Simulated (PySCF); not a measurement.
Species: (BeSe)6 ring, Be6Se6.
Z-matrix (Å and degrees, PBE0-D3(BJ)/def2-SVP geometry), rows numbered from 1:
```
Be
Se  1  2.0244
Be  2  2.0244  1   87.99
Se  3  2.0302  2  174.15  1  -111.54
Be  4  2.0191  3   80.02  2    63.41
Se  5  2.0190  4  169.55  3    51.13
Be  6  2.0303  5   80.29  4    55.30
Se  7  2.0243  6  173.95  5    62.73
Be  8  2.0247  7   87.77  6  -112.41
Se  9  2.0301  8  174.17  7  -109.70
Be 10  2.0186  9   79.88  8    60.51
Se 11  2.0184 10  169.10  9    52.55
```

Method used: TDDFT B3LYP/def2-SVPD, vertical, gas phase, core orbitals frozen in the response in PySCF 2.14.0, density-fitted response routines. Relativistic effects, spin–orbit coupling among them, are left out although an element past zinc is present.

Kohn–Sham orbitals with the atoms that hold most of them (Löwdin shares over 4%, at most four atoms; ? is withheld):

| orbital | ε (eV) | atoms |
| --- | --- | --- |
| LUMO+2 | -1.88 | Be11 14%, Be5 14%, Se12 10%, Se10 9% |
| LUMO+1 | -2.26 | Se6 11%, Se4 11%, Se10 11%, Se12 11% |
| LUMO | -2.57 | ? |
| HOMO | -7.13 | ? |
| HOMO-1 | -7.19 | Se6 25%, Se12 24%, Se4 20%, Se10 19% |
| HOMO-2 | -7.30 | Se4 19%, Se10 18%, Se6 15%, Se12 14% |
| HOMO-3 | -7.54 | Se8 30%, Se2 30%, Se10 6%, Se4 6% |

**Question.** Which atoms hold the LUMO, and with what shares?

**Answer.** Be9 (bonded to 2 Se) 10%; Be1 (bonded to 2 Se) 10%; Be7 (bonded to 2 Se) 10%; Be3 (bonded to 2 Se) 10%.

**Question.** Give the leading atoms of the HOMO.

**Answer.** Se2 (bonded to 2 Be) 29%; Se8 (bonded to 2 Be) 28%; Se10 (bonded to 2 Be) 10%; Se12 (bonded to 2 Be) 10%.

**Question.** The HOMO–LUMO gap is 4.56 eV. Where does the response calculation put the lowest singlet, and from which orbitals?

**Answer.** S1 is at 3.70 eV (f = 0.0060), 0.86 eV below the gap, made of HOMO→LUMO (89%). Without the coupling terms of the response equations the lowest excitation would equal the gap.

**Question.** Give energy, strength and leading configuration of S1, S2 and S5, and follow the Löwdin shares of the leading atoms from the occupied to the empty orbital.

**Answer.** 
- S1 (3.70 eV, f 0.0060), HOMO→LUMO (89%): Se2 29% → at most 10%, Se8 28% → at most 10%, Be9 at most 10% → 10%, Be1 at most 10% → 10%
- S2 (3.77 eV, f 0.0000), HOMO-1→LUMO (95%): Se6 25% → at most 10%, Se12 24% → at most 10%, Be9 at most 14% → 10%, Be1 at most 14% → 10%
- S5 (4.13 eV, f 0.0000), HOMO-1→LUMO+1 (72%): Se6 25% → 11%, Se12 24% → 11%, Se4 20% → 11%

Löwdin shares depend on the basis, the more so with diffuse functions.
